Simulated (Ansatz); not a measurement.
`C#CC[SiH2][GaH2]` + H₂ → `C[SiH2][GaH2]` + `C#C` at 600 K and 1 bar (hydrogenolysis of a C–C bond).

Isolated molecules relaxed with PBE0-D4/def2-TZVP in Ansatz; ΔE leaves out vibrations. CCSD(T)/CBS adds triple-zeta CCSD(T) − MP2 to the extrapolated MP2 energy (def2 sets, frozen cores). This one scheme is used for every species. For Ga outer-core shells are correlated without core-valence functions, which leaves a few kJ/mol of doubt a bond. Scalar relativity is left out up to krypton. Each species was taken in one conformer, which may not be the lowest.

| species | CCSD(T)/CBS energy (Eh) | H − E (kJ/mol) | S (J/(mol·K)) |
| --- | --- | --- | --- |
| `C#CC[SiH2][GaH2]` | -2331.31162 | 275.6 | 482.4 |
| H₂ | -1.17544 | 43.9 | 150.8 |
| `C[SiH2][GaH2]` | -2255.26778 | 234.0 | 434.2 |
| `C#C` | -77.22717 | 96.2 | 235.4 |

H − E and S are ideal-gas, rigid-rotor, harmonic terms from PBE0-D4/def2-TZVP, for one conformer and one mirror image of each species. For small species the MP2-based limit differs from directly extrapolated CCSD(T) by up to some mEh (0.8 for H₂); such offsets cancel only in part. 1 Eh = 2625.50 kJ/mol, R = 8.31446 J/(mol·K).

**Question.** By hand: ΔE, ΔH, ΔS and ΔG.

**Answer.** ΔE = (-2255.26778) + (-77.22717) − (-2331.31162) − (-1.17544) = -0.00789 Eh = -20.7 kJ/mol. Δ(H − E) = 234.0 + 96.2 − 275.6 − 43.9 = 10.7, so ΔH = -10.0 kJ/mol. ΔS = 434.2 + 235.4 − 482.4 − 150.8 = 36.4 J/(mol·K). ΔG = -10.0 − 600 × (36.4)/1000 = -31.8 kJ/mol.

**Question.** By hand: the equilibrium constant, and the temperature at which ΔG would vanish if ΔH and ΔS stayed fixed.

**Answer.** log₁₀ K = −ΔG/(RT ln 10) = 2.8. ΔH and −TΔS have one sign here, so there is no such temperature.

TΔS isn't small against ΔH here. A doubt of 5 kJ/mol in ΔE shifts log₁₀ K by 0.4 here. Other conformers and mirror images would add mixing entropy, several J/(mol·K) or more a flexible species. Modes under 60 cm⁻¹, often nearly free rotors, make the harmonic entropy too high. These are equilibria of isolated gas molecules and say nothing of rates. Largest T1 diagnostic: 0.013 (customary marks: 0.02 for closed shells, 0.045 for open ones).
